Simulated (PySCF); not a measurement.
C2H6N2OSi, SMILES C[Si@@H](N)OC#N. Atoms are numbered in the order given.

```xyz
12

C     -1.2723    -0.9743    -0.9712
Si    -0.2727     0.5404    -0.5992
N     -1.2388     1.9131    -0.3241
O      0.6103     0.1667     0.8697
C      1.3284    -0.8801     1.0200
N      1.9839    -1.8368     1.1752
H     -2.0396    -1.1349    -0.1963
H     -0.6302    -1.8695    -0.9933
H     -1.7786    -0.8871    -1.9449
H      0.7815     0.8755    -1.5882
H     -2.1063     1.8622     0.2004
H     -0.8434     2.8473    -0.2977
```

The structure is a stationary point at r2SCAN-D4/def2-SVP. The structure was generated by enumeration; whether it is a known compound was not checked. The values are those of a single conformer.

All values below come from B3LYP/pcSseg-1 (PySCF).

GIAO shieldings, no solvent; atoms listed in one row are averaged. δ = σ(ref) − σ: ¹³C against TMS (σ = 181.3 ppm); ²⁹Si against TMS (σ = 338.7 ppm); ¹⁵N against NH3 (σ = 265.5 ppm); ¹⁷O against H2O (σ = 333.8 ppm); ¹H against TMS (σ = 31.68 ppm), references at their B3LYP-D3(BJ)/def2-TZVP geometries, non-relativistic.

```
nucleus       atoms  count  δ (ppm)
-------  ----------  -----  -------
¹³C              C5      1    116.6
¹³C              C1      1     -2.8
²⁹Si            Si2      1     -3.6
¹⁵N              N6      1    189.2
¹⁵N              N3      1     38.4
¹⁷O              O4      1     85.9
¹H              H10      1     5.06
¹H              H12      1     1.76
¹H              H11      1     1.53
¹H       H7, H8, H9      3     0.79
```
